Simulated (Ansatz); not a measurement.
Relaxation of C$_{2}$H$_{8}$BFN$_{2}$O (15 atoms, charge 0, multiplicity 1), to a largest force component of 0.015 eV/Å in at most 40 steps.

Level of theory: Ansatz 0.2.0, RKS B3LYP/def2-SVP.

```xyz
15
Properties=species:S:1:pos:R:3
C -0.719 -1.861 -0.421
O -0.222 -0.839 -1.284
B 0.654 0.028 -0.514
N 2.199 -0.404 -0.272
N 0.263 1.438 -0.125
C -0.862 1.435 0.826
F -1.105 2.709 1.253
H -1.406 -2.441 -1.040
H -1.377 -1.351 0.423
H 0.024 -2.477 0.015
H 2.732 0.301 -0.694
H 2.315 -0.360 0.778
H -0.102 1.955 -0.996
H -1.801 1.025 0.355
H -0.615 0.792 1.727
```

Task: Where does it end, and by what steps?

Result: The forces met the threshold. After 23 steps the energy has fallen by 2.962 eV; H14 moved furthest, 2.18 Å.

```json
{"step": "0", "energy less start (eV)": "0.0000", "largest force component (eV/Å)": "4.741", "accepted": "yes"}
{"step": "1", "energy less start (eV)": "-0.7274", "largest force component (eV/Å)": "2.068", "accepted": "yes"}
{"step": "2", "energy less start (eV)": "-1.0373", "largest force component (eV/Å)": "1.059", "accepted": "yes"}
{"step": "3", "energy less start (eV)": "-1.2474", "largest force component (eV/Å)": "0.812", "accepted": "yes"}
{"step": "4", "energy less start (eV)": "-1.4249", "largest force component (eV/Å)": "0.684", "accepted": "yes"}
{"step": "5", "energy less start (eV)": "-1.5686", "largest force component (eV/Å)": "0.705", "accepted": "yes"}
{"step": "6", "energy less start (eV)": "-1.7312", "largest force component (eV/Å)": "0.590", "accepted": "yes"}
{"step": "7", "energy less start (eV)": "-1.9107", "largest force component (eV/Å)": "0.819", "accepted": "yes"}
{"step": "8", "energy less start (eV)": "-2.0487", "largest force component (eV/Å)": "1.332", "accepted": "yes"}
{"step": "9", "energy less start (eV)": "-2.2535", "largest force component (eV/Å)": "1.563", "accepted": "yes"}
{"step": "10", "energy less start (eV)": "-2.4360", "largest force component (eV/Å)": "1.359", "accepted": "yes"}
{"step": "11", "energy less start (eV)": "-2.5821", "largest force component (eV/Å)": "1.148", "accepted": "yes"}
{"step": "12", "energy less start (eV)": "-2.7222", "largest force component (eV/Å)": "0.714", "accepted": "yes"}
{"step": "13", "energy less start (eV)": "-2.8086", "largest force component (eV/Å)": "0.379", "accepted": "yes"}
{"step": "14", "energy less start (eV)": "-2.8690", "largest force component (eV/Å)": "0.381", "accepted": "yes"}
{"step": "15", "energy less start (eV)": "-2.8940", "largest force component (eV/Å)": "0.926", "accepted": "yes"}
{"step": "16", "energy less start (eV)": "-2.9230", "largest force component (eV/Å)": "0.609", "accepted": "yes"}
{"step": "17", "energy less start (eV)": "-2.9485", "largest force component (eV/Å)": "0.225", "accepted": "yes"}
{"step": "18", "energy less start (eV)": "-2.9574", "largest force component (eV/Å)": "0.059", "accepted": "yes"}
{"step": "19", "energy less start (eV)": "-2.9603", "largest force component (eV/Å)": "0.053", "accepted": "yes"}
{"step": "20", "energy less start (eV)": "-2.9613", "largest force component (eV/Å)": "0.038", "accepted": "yes"}
{"step": "21", "energy less start (eV)": "-2.9615", "largest force component (eV/Å)": "0.032", "accepted": "yes"}
{"step": "22", "energy less start (eV)": "-2.9615", "largest force component (eV/Å)": "0.026", "accepted": "yes"}
{"step": "23", "energy less start (eV)": "-2.9616", "largest force component (eV/Å)": "0.007", "accepted": "yes"}
```

```xyz
15
Properties=species:S:1:pos:R:3
C -0.221 -2.346 -1.009
O -0.790 -1.087 -0.762
B -0.137 -0.108 -0.047
N 1.114 -0.310 0.594
N -0.812 1.163 0.038
C -0.346 2.263 0.776
F 0.771 2.890 0.189
H -0.849 -2.881 -1.738
H -0.169 -2.964 -0.092
H 0.800 -2.269 -1.429
H 1.692 0.466 0.889
H 1.592 -1.200 0.620
H -1.529 1.355 -0.653
H -1.125 3.035 0.875
H -0.012 1.944 1.778
```

Time of the run: 99 s on 2 threads of Intel(R) Xeon(R) Platinum 8488C (Sapphire Rapids) (shared host), peak memory 0.41 GiB.
